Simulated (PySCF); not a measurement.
# Threshold energies of SnBr in a plasma

r²SCAN in PySCF with def2-TZVPPD on every atom (core potentials on Sn), for the lowest determinant that a PBE0 search found; no spin–orbit coupling.

| species | state (unpaired electrons) | Re (Å) | ωe (cm⁻¹) | energy of the minimum from the neutral (eV) | De (eV) | dissociates to |
| --- | --- | --- | --- | --- | --- | --- |
| SnBr | doublet (π ↑) | 2.521 | 242 | 0.00 | 3.67 | Sn + Br |
| SnBr⁺ | singlet (closed shell) | 2.404 | 299 | 7.01 | 4.06 | Sn⁺ + Br |
| SnBr⁻ | triplet (π ↑↑) | 2.704 | 172 | -1.61 | 1.76 | Sn + Br⁻ |

**Question.** Work out the lowest energy to break SnBr into atoms, from its vibrational ground state.

**Answer.** D0 = De − ωe/2 = 3.67 − 0.02 = 3.65 eV (r²SCAN/def2-TZVPPD).

**Question.** Work out the ionisation energy of the Sn atom at this level and the threshold of dissociative ionisation.

**Answer.** IE(Sn) = 7.01 + 4.06 − 3.67 = 7.40 eV, so Sn⁺ + Br + e⁻ appears at D0 + IE(Sn) = 11.05 eV (r²SCAN/def2-TZVPPD). The measured IE(Sn) is 7.344 eV (NIST ASD).

**Question.** Work out the electron affinity of the Br atom and the threshold of dissociative attachment.

**Answer.** EA(Br) = 3.67 − 1.76 − (-1.61) = 3.52 eV, so Sn + Br⁻ needs D0 − EA(Br) = 0.13 eV (r²SCAN/def2-TZVPPD). The measured EA(Br) is 3.364 eV.

**Question.** At which energy does ion-pair formation open?

**Answer.** Sn⁺ + Br⁻ lies at D0 + IE(Sn) − EA(Br) = 7.53 eV (r²SCAN/def2-TZVPPD).

These are thermodynamic thresholds; the onsets seen under electron impact lie higher where the geometry changes, and cross-sections peak well above them.

Spin–orbit coupling is left out, which matters for elements this heavy, above all for dissociation energies. For an ion De counts to the pair picked by the measured ionisation energies or electron affinities, which need not be the lowest pair at this level. The highest Kohn–Sham level is positive in this anion. Much of that is self-interaction error, but it also means that the finite basis helps to hold the extra electron. States were picked by a PBE0 search and need not be the measured ground states.
